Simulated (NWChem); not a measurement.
System: Si2H4OClF; SMILES F[SiH2]O[SiH2]Cl

NWChem printed, in part:

```
             Northwest Computational Chemistry Package (NWChem) 7.3.0
             --------------------------------------------------------

 C1  symmetry detected

                             Geometry "geometry" -> ""
                             -------------------------

 Output coordinates in angstroms (scale by  1.889725989 to convert to a.u.)

  No.       Tag          Charge          X              Y              Z
 ---- ---------------- ---------- -------------- -------------- --------------
    1 Si                  14.0000    -0.05655489    -1.83343081    -0.52781051
    2 F                    9.0000    -0.76631263    -2.32455197     0.82940752
    3 O                    8.0000     0.78540039    -0.45173632    -0.23128085
    4 Si                  14.0000     0.89313886     1.08129369     0.34356719
    5 Cl                  17.0000    -0.82090388     2.15764857    -0.12032124
    6 H                    1.0000    -1.10741269    -1.57484917    -1.53520414
    7 H                    1.0000     0.91424404    -2.86314479    -0.95227290
    8 H                    1.0000     2.03141046     1.74963798    -0.31812254
    9 H                    1.0000     1.01855906     1.07310831     1.81604619

 Effective nuclear repulsion energy (a.u.)     361.7000936948

                                 NWChem DFT Module
                                 -----------------

 Summary of "ao basis" -> "ao basis" (spherical)
 ------------------------------------------------------------------------------
       Tag                 Description            Shells   Functions and Types
 ---------------- ------------------------------  ------  ---------------------
 Si                          6-31g*                  8       18   4s3p1d
 F                           6-31g*                  6       14   3s2p1d
 O                           6-31g*                  6       14   3s2p1d
 Cl                          6-31g*                  8       18   4s3p1d
 H                           6-31g*                  2        2   2s

            General Information
            -------------------
          SCF calculation type: DFT
          Wavefunction type:  closed shell.
          No. of atoms     :     9
          No. of electrons :    66
           Alpha electrons :    33
            Beta electrons :    33
          Charge           :     0
          Spin multiplicity:     1
          Use of symmetry is: off; symmetry adaption is: off
          Maximum number of iterations: 150
          AO basis - number of functions:    90
                     number of shells:    44
          Convergence on energy requested:  1.00D-06
          Convergence on density requested:  1.00D-05
          Convergence on gradient requested:  5.00D-04

              XC Information
              --------------
                         PBE0 Method XC Functional
                     Hartree-Fock (Exact) Exchange  0.250
          PerdewBurkeErnzerhof Exchange Functional  0.750
            Perdew 1991 LDA Correlation Functional  1.000 local
           PerdewBurkeErnz. Correlation Functional  1.000 non-local

             Grid Information
             ----------------
          Grid used for XC integration:  medium
          Radial quadrature: Mura-Knowles
          Angular quadrature: Lebedev.
          Tag              B.-S. Rad. Rad. Pts. Rad. Cut. Ang. Pts.
          ---              ---------- --------- --------- ---------
          Si                  1.10       88          11.0       590
          F                   0.50       49          12.0       434
          O                   0.60       49           9.0       434
          Cl                  1.00       88          12.0       590
          H                   0.35       45          12.0       434
          Grid pruning is: on
          Number of quadrature shells:   542
          Spatial weights used:  Erf1

      Superposition of Atomic Density Guess
      -------------------------------------

 Sum of atomic energies:       -1213.20481217

      Non-variational initial energy
      ------------------------------

 Total energy =   -1214.479474
 1-e energy   =   -2401.313740
 2-e energy   =     825.134173
 HOMO         =      -0.378845
 LUMO         =       0.047831

     ---------------------------------------------
      Total Density - Mulliken Population Analysis
     ---------------------------------------------

    Atom       Charge   Shell Charges
 -----------   ------   -------------------------------------------------------
    1 Si  14    12.73   2.00  2.00  5.97  0.84  1.22  0.24  0.24  0.22
    2 F    9     9.62   2.00  0.95  3.47  1.00  2.19  0.01
    3 O    8     8.97   2.00  0.93  3.19  0.87  1.98  0.01
    4 Si  14    12.95   2.00  2.00  5.97  0.89  1.35  0.25  0.29  0.20
    5 Cl  17    17.44   2.00  2.00  5.98  1.38  3.71  0.57  1.79  0.01
    6 H    1     1.08   0.47  0.61
    7 H    1     1.08   0.47  0.61
    8 H    1     1.06   0.47  0.59
    9 H    1     1.06   0.47  0.59

   convergence    iter        energy       DeltaE   RMS-Dens  Diis-err
 ---------------- ----- ----------------- --------- --------- ---------
 d= 0,ls=0.0,diis     1  -1216.1077506233 -1.58D+03  1.49D-02  8.88D-01
 d= 0,ls=0.0,diis     2  -1216.0703093786  3.74D-02  7.35D-03  1.49D+00
 d= 0,ls=0.0,diis     3  -1216.2076005485 -1.37D-01  1.54D-03  2.20D-02
 d= 0,ls=0.0,diis     4  -1216.2092047407 -1.60D-03  6.52D-04  5.02D-03
 d= 0,ls=0.0,diis     5  -1216.2098305830 -6.26D-04  1.18D-04  3.62D-04
  Resetting Diis
 d= 0,ls=0.0,diis     6  -1216.2098612665 -3.07D-05  3.90D-05  2.12D-05
 d= 0,ls=0.0,diis     7  -1216.2098633457 -2.08D-06  1.78D-05  8.62D-07
 d= 0,ls=0.0,diis     8  -1216.2098633402  5.50D-09  8.63D-06  1.02D-06

         Total DFT energy =    -1216.209863340214
      One electron energy =    -2404.255070658533
           Coulomb energy =      916.611920437621
    Exchange-Corr. energy =      -90.266806814059
 Nuclear repulsion energy =      361.700093694756

 Numeric. integr. density =       65.999987256832

                       DFT Final Molecular Orbital Analysis
                       ------------------------------------

 Vector   31  Occ=2.000000D+00  E=-3.493334D-01
              MO Center= -4.9D-01,  7.4D-01, -3.3D-01, r^2= 5.5D+00
   Bfn.  Coefficient  Atom+Function         Bfn.  Coefficient  Atom+Function
  ----- ------------  ---------------      ----- ------------  ---------------
    72      0.384219  5 Cl py                71      0.345027  5 Cl px
    73      0.230878  5 Cl pz                76      0.215057  5 Cl py
    84      0.213367  6 H  s                 75      0.181307  5 Cl px
     7     -0.172322  1 Si px                86     -0.169449  7 H  s
    68     -0.150500  5 Cl py                83      0.151051  6 H  s

 Vector   32  Occ=2.000000D+00  E=-3.384960D-01
              MO Center= -1.5D-01, -1.5D-01, -4.6D-01, r^2= 5.7D+00
   Bfn.  Coefficient  Atom+Function         Bfn.  Coefficient  Atom+Function
  ----- ------------  ---------------      ----- ------------  ---------------
    72      0.409923  5 Cl py                35     -0.274023  3 O  px
    84     -0.236838  6 H  s                 86      0.228836  7 H  s
    76      0.225040  5 Cl py                39     -0.215877  3 O  px
    73      0.166543  5 Cl pz                 7      0.161846  1 Si px
    36      0.161605  3 O  py                68     -0.159901  5 Cl py

 Vector   33  Occ=2.000000D+00  E=-3.284946D-01
              MO Center=  3.9D-02,  1.7D+00,  1.7D-01, r^2= 3.3D+00
   Bfn.  Coefficient  Atom+Function         Bfn.  Coefficient  Atom+Function
  ----- ------------  ---------------      ----- ------------  ---------------
    73      0.509186  5 Cl pz                77      0.282921  5 Cl pz
    90     -0.249900  9 H  s                 88      0.238699  8 H  s
    71     -0.225017  5 Cl px                69     -0.198350  5 Cl pz
    55     -0.164622  4 Si pz                89     -0.164534  9 H  s
    87      0.157187  8 H  s                 72     -0.150009  5 Cl py

 Vector   34  Occ=0.000000D+00  E= 1.649832D-02
              MO Center=  8.7D-01,  5.2D-01,  2.2D-01, r^2= 5.6D+00
   Bfn.  Coefficient  Atom+Function         Bfn.  Coefficient  Atom+Function
  ----- ------------  ---------------      ----- ------------  ---------------
    58      0.891311  4 Si py                38      0.717693  3 O  s
    74     -0.442894  5 Cl s                 54      0.390257  4 Si py
    57     -0.281182  4 Si px                75     -0.282380  5 Cl px
    12     -0.258736  1 Si py                56      0.214416  4 Si s
     8     -0.202925  1 Si py                59      0.185293  4 Si pz

 Vector   35  Occ=0.000000D+00  E= 2.288322D-02
              MO Center=  5.5D-01,  9.3D-01,  1.8D-01, r^2= 4.8D+00
   Bfn.  Coefficient  Atom+Function         Bfn.  Coefficient  Atom+Function
  ----- ------------  ---------------      ----- ------------  ---------------
    57      0.943614  4 Si px                74      0.694935  5 Cl s
    56     -0.572169  4 Si s                 59      0.467840  4 Si pz
    75      0.415600  5 Cl px                76     -0.389538  5 Cl py
    53      0.381622  4 Si px                38      0.348334  3 O  s
    52     -0.317258  4 Si s                 71      0.223209  5 Cl px

 Vector   36  Occ=0.000000D+00  E= 3.664535D-02
              MO Center= -3.4D-02, -1.7D+00, -4.6D-01, r^2= 5.1D+00
   Bfn.  Coefficient  Atom+Function         Bfn.  Coefficient  Atom+Function
  ----- ------------  ---------------      ----- ------------  ---------------
    13      0.674084  1 Si pz                12     -0.551112  1 Si py
    11     -0.473750  1 Si px                24     -0.466858  2 F  s
    58     -0.403331  4 Si py                 9      0.252983  1 Si pz
    41     -0.208859  3 O  pz                90      0.202791  9 H  s
     7     -0.186301  1 Si px                52     -0.185858  4 Si s

     ---------------------------------------------
      Total Density - Mulliken Population Analysis
     ---------------------------------------------

    Atom       Charge   Shell Charges
 -----------   ------   -------------------------------------------------------
    1 Si  14    13.07   2.00  2.00  5.96  0.90  1.59  0.12  0.16  0.34
    2 F    9     9.40   2.00  0.93  3.30  1.03  2.13  0.01
    3 O    8     8.64   2.00  0.88  2.96  0.91  1.89  0.01
    4 Si  14    13.28   2.00  2.00  5.96  0.97  1.74  0.13  0.18  0.30
    5 Cl  17    17.29   2.00  2.00  5.97  1.39  3.64  0.58  1.70  0.02
    6 H    1     1.10   0.50  0.59
    7 H    1     1.10   0.50  0.59
    8 H    1     1.06   0.50  0.56
    9 H    1     1.06   0.50  0.56

     -------------------------------------------
      Total Density - Lowdin Population Analysis
     -------------------------------------------

    Atom       Charge   Shell Charges
 -----------   ------   -------------------------------------------------------
    1 Si  14    13.38   2.00  1.97  5.88  0.62  1.46  0.34  0.61  0.50
    2 F    9     9.27   1.99  0.93  3.18  0.86  2.29  0.02
    3 O    8     8.47   1.99  0.83  2.82  0.67  2.13  0.02
    4 Si  14    13.52   2.00  1.98  5.88  0.65  1.56  0.34  0.70  0.41
    5 Cl  17    17.18   2.00  1.99  5.91  1.17  3.38  0.66  2.06  0.02
    6 H    1     1.05   0.50  0.55
    7 H    1     1.05   0.50  0.55
    8 H    1     1.03   0.50  0.53
    9 H    1     1.04   0.50  0.54

     Multipole analysis of the density
     ---------------------------------

     L   x y z        total         alpha         beta         nuclear
     -   - - -        -----         -----         ----         -------
     0   0 0 0     -0.000000    -33.000000    -33.000000     66.000000

     1   1 0 0      0.603246      0.301623      0.301623     -0.000000
     1   0 1 0     -0.228882     -0.114441     -0.114441      0.000000
     1   0 0 1     -0.215753     -0.107877     -0.107877     -0.000000

     2   2 0 0    -37.360794    -90.306649    -90.306649    143.252503
     2   1 1 0      1.323541     -2.603282     -2.603282      6.530104
     2   1 0 1      1.085532     -1.693665     -1.693665      4.472863
     2   0 2 0    -38.799232   -390.302594   -390.302594    741.805956
     2   0 1 1      2.689452     -6.432463     -6.432463     15.554378
     2   0 0 2    -37.086650    -52.612894    -52.612894     68.139137
```

Level: PBE0/6-31G* (spherical d). Coordinates come from a B3LYP/6-31G* (spherical d) optimisation.

**Question.** Reconstruct the input file.

**Answer.** This is not unique; one that fits is the input that was run:
```
start job
memory heap 200 mb stack 900 mb global 1100 mb
geometry units angstroms noautoz
  Si    -0.641034    -1.774322    -0.219153
  F     -0.075707    -2.466288     1.118227
  O      0.259777    -0.441777    -0.563771
  Si     0.940135     0.991803    -0.146398
  Cl    -0.363500     2.105747     1.024644
  H     -2.046837    -1.382645     0.018156
  H     -0.483402    -2.720306    -1.343073
  H      1.200445     1.762031    -1.378943
  H      2.163537     0.769767     0.652338
end
basis spherical
  * library 6-31g*
end
dft
  xc pbe0
  iterations 150
  mulliken
end
task dft energy
```
